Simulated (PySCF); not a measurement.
ZrFH₃, SMILES [F][ZrH3], multiplicity 1.

Geometry optimised at PBE0-D3(BJ)/def2-TZVP. The spin state was assumed, not searched. The structure was generated by enumeration; whether it is a known compound was not checked. The def2 effective core potentials stand for the cores of Zr; spin–orbit coupling is left out.

Two levels are set side by side: PBE/def2-TZVPD (PySCF) and PBE0/def2-TZVPD (PySCF). Same geometry, gas phase. Differences are taken from unrounded values.

```csv
quantity,PBE
orbital gap (eV),3.94
highest occupied level (eV),-7.24
lowest empty level (eV),-3.30
dipole moment (D),0.49
mean polarisability (bohr³),51.9
```

Q: These are the PBE values. What does PBE0 give? (Estimate from the structure and the level; the computed values follow.)

A: 
```csv
quantity,PBE0,PBE minus PBE0
orbital gap (eV),6.27,-2.33
highest occupied level (eV),-8.60,1.36
lowest empty level (eV),-2.33,-0.97
dipole moment (D),0.64,-0.15
mean polarisability (bohr³),49.5,2.4
```

Without exact exchange PBE keeps part of each electron's self-repulsion, which lifts occupied levels and narrows the gap. PBE's more diffuse valence density responds more strongly to a field. Differences between two approximate levels are no errors against the true value.

Rough cost on one machine, each run with all the roots and properties that it gave: PBE0 against PBE within a factor of 2.
